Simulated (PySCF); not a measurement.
Compound: C₂H₅BF₂O₂.
Geometry (PBE0-D3(BJ)/def2-SVP, Å), atoms numbered from 1 in this order:
```
atom  x, y, z in Å
B1     2.2399   -0.1255    0.0193
O2     0.9787   -0.5454   -0.2091
C3    -0.0041    0.3008   -0.7396
O4    -0.8509    0.7559    0.2658
C5    -1.6864   -0.1807    0.8003
F6    -2.6169   -0.5458   -0.1062
F7    -2.3049    0.3932    1.8253
H8     2.5662    0.9973   -0.3013
H9     2.9929   -0.9154    0.5325
H10   -0.5653   -0.2723   -1.4948
H11    0.4463    1.1977   -1.1896
H12   -1.1577   -1.0905    1.1349
```

Computed, not measured: PBE0-D3(BJ)/def2-SVP geometry optimisation, gas phase (PySCF).

Masses are those of the commonest isotopes; rigid-rotor values at the optimised geometry. The values belong to one conformer with, in the numbering `[BH2:1][O:2][CH2:3][O:4][CH:5]([F:6])[F:7]`, H–B1–O2–C3 -4° and 177°, B1–O2–C3–O4 -102°, O2–C3–O4–C5 -70°, C3–O4–C5–F6 -69°.

Q: What are A, B and C (MHz)?

A: Ia = 82.25, Ib = 348.98, Ic = 381.22 u·Å²; 505379 MHz·u·Å²/I gives A = 6144, B = 1448, C = 1326 MHz.

Q: Classify the top.

A: A near-prolate asymmetric top. Ray's parameter κ = (2B − A − C)/(A − C) = -0.949; −1 is the prolate and +1 the oblate limit.

Q: Is it planar, by Δ = Ic − Ia − Ib?

A: Not planar: Δ = Ic − Ia − Ib = -50.02 u·Å². For a rigid frame Δ = −2 Σ m c², so Σ m c² = 25.01 u·Å² lies off the ab plane: 6.35 from hydrogen and 18.65 from heavier atoms. The atom farthest from that plane is 1.53 Å away.

Q: Predict some low-J microwave lines.

A: The dipole components are |μa| = 1.43 D, |μb| = 0.99 D, |μc| = 0.07 D. The squared components, which scale the intensities, stand as 1.00 : 0.48 : 0.00 (a : b : c). Some lines, for components of 0.1 D or more:

| type | branch | J(Ka,Kc) | MHz | lower level (cm⁻¹) |
| --- | --- | --- | --- | --- |
| a | Q | 2(1,1) ← 2(1,2) | 367 | 0.430 |
| a | Q | 3(1,2) ← 3(1,3) | 735 | 0.702 |
| b | R | 2(0,2) ← 1(1,1) | 849 | 0.249 |
| a | R | 2(0,2) ← 1(0,1) | 5545 | 0.093 |
| a | R | 2(1,1) ← 1(1,0) | 5670 | 0.253 |
| a | R | 3(2,1) ← 2(2,0) | 8331 | 0.912 |
| a | R | 3(1,2) ← 2(1,1) | 8504 | 0.442 |
| b | R | 2(1,2) ← 1(0,1) | 10121 | 0.093 |
| b | Q | 3(2,2) ← 3(1,3) | 14641 | 0.702 |
| b | R | 2(2,1) ← 1(1,0) | 19758 | 0.253 |
| b | R | 3(2,1) ← 2(1,2) | 22789 | 0.430 |
| b | R | 3(3,1) ← 2(2,0) | 32107 | 0.912 |

Q: Estimate the classical rotational partition function at 25 K, 50 K and 298.15 K.

A: Point group C1, symmetry number σ = 1; q = (√π/σ)·√((kT/h)³/(ABC)), k/h = 20836.6 MHz/K: 6140 at 25 K, 17400 at 50 K, 253000 at 298.15 K.

Whether it is a minimum is left open (no frequencies). Zero-point vibration and centrifugal distortion are left out. Quadrupole hyperfine structure (11B) is left out.
